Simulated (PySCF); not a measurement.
Vertical excitations of a molecule C2H12OSi3 from PySCF 2.14.0 with TDA-ωB97X/def2-SVPD, as energy in eV (oscillator strength): 6.59 (0.021), 7.14 (0.014), 7.39 (0.027), 7.66 (0.004), 7.82 (0.020), 8.01 (0.006). Lowest triplet (TDA): 5.85 eV. The structure is a stationary point at B3LYP-D3(BJ)/def2-SVP. One conformer was computed; it need not be the lowest.

Identify the compound among the candidates.
(A) C[C@@H]([SiH3])O[SiH2][SiH3]
(B) C[SiH2][Si@H]([SiH3])CO
(C) CC([SiH3])([SiH3])O[SiH3]
(D) C[SiH2][C@@H](O)[SiH2][SiH3]

A, C[C@@H]([SiH3])O[SiH2][SiH3]
